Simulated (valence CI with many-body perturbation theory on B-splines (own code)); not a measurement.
The numbers below are computed, except where a source is named.
**Tb59+: what the settings do**

Level of theory: configuration interaction combined with many-body perturbation theory (CI+MBPT): four valence electrons over a frozen Dirac-Fock core [He], radial functions for each j: 6 s, 6 p, 5 d, 3 f, 1 g, with the one-electron correlation potential Σ1 (screened to all orders), the two-electron term Σ2, the three-electron term Σ3, Breit, model QED; selected single and double excitations, second order for the rest, scaled by the run's own slope (own B-spline code, finite nucleus).

The last digits are not significant, and no measured levels were compared; by estimate large intervals hold to a few tenths of a per cent, small ones and those within an open d or f shell to about a per cent.

The reference run has the lowest level (2s^2 2p1/2^2) J=0 and an ionisation energy of 13659.8 eV. Its largest variational space holds 9489 state functions.

Levels are named by their leading jj configuration (3d3/2^4 stands for four electrons in 3d with j = 3/2), which in mixed levels can hold well under half, so a name can repeat and another be missing. Letters in brackets count levels of one name in rising energy.

Changed runs:
A. Breit term on → off; scale of Σ1 1 → 0
B. selection threshold (hartree) 2e-08 → 2e-07; scale of Σ1 1 → 1.1
C. natural orbitals for correlation on → off
D. highest l in the core sums 6 → 2 (bad on purpose)

Excitation energies of the reference run in cm⁻¹, and shifts in cm⁻¹:

```tsv
Level	Reference	A	B	C	D
(2s^2 2p1/2 2p3/2) J=1	6261950	+99161	+125	-2196	+137
(2s^2 2p1/2 2p3/2) J=2	6403830	+143307	+125	-861	+137
(2s 2p1/2^2 2p3/2) J=2	8243800	+37641	-117	-836	-409
(2s 2p1/2^2 2p3/2) J=1	8848890	+21398	-116	+2982	-410
(2s^2 2p3/2^2) J=2	12809000	+215795	+247	-2503	+265
(2s^2 2p3/2^2) J=0	13231100	+168123	+248	-958	+265
(2s 2p1/2 2p3/2^2) J=2 [a]	14313200	+122436	+7.4	-4171	-274
(2s 2p1/2 2p3/2^2) J=3	14645100	+188934	+7.5	-1422	-273
(2s 2p1/2 2p3/2^2) J=0	15048600	+88035	+9.0	+544	-272
(2s 2p1/2 2p3/2^2) J=1 [a]	15204100	+116185	+7.8	+757	-273
(2s 2p1/2 2p3/2^2) J=2 [b]	15284900	+159224	+7.8	+2278	-273
(2s 2p1/2 2p3/2^2) J=1 [b]	15313300	+111683	+8.4	+1897	-272
Ionisation energy (eV)	13659.8	+24.7	+0.048	-1.0	+0.07
```
